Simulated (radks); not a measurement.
Values are calculated unless marked as measured or tabulated.
Initial-state core-level shifts of neutral rubidium when its valence configuration changes from [Kr] 5s1. Level of theory: scalar-relativistic Kohn-Sham, BLYP, spin-polarised, spherical densities, finite nucleus; open shells are filled with parallel spins first (spin-orbit coupling, left out, can overturn this in heavy ions); Fermi nuclear charge, rms radius 4.2036 fm (a radial shooting solver on a logarithmic mesh with Libxc functionals). Shifts are changes of the shell-averaged eigenvalues in eV (positive: less bound); the change of the density at the nucleus, which sets a Mossbauer isomer shift, is in e/bohr^3, on a base of 5.582e+04.

| valence | 2p | 3s | 4s | 4p | density at nucleus |
|---|---|---|---|---|---|
| 4d0.5 5s0.5 | -0.782 | -0.778 | -0.750 | -0.744 | -1.564 |
| 5s0.5 5p0.5 | -0.757 | -0.758 | -0.749 | -0.735 | -1.626 |
| 5p1 | -1.469 | -1.471 | -1.453 | -1.423 | -3.422 |
| 4d1 | -1.219 | -1.211 | -1.153 | -1.145 | -3.418 |
| 4d0.5 5p0.5 | -1.287 | -1.284 | -1.245 | -1.228 | -3.424 |
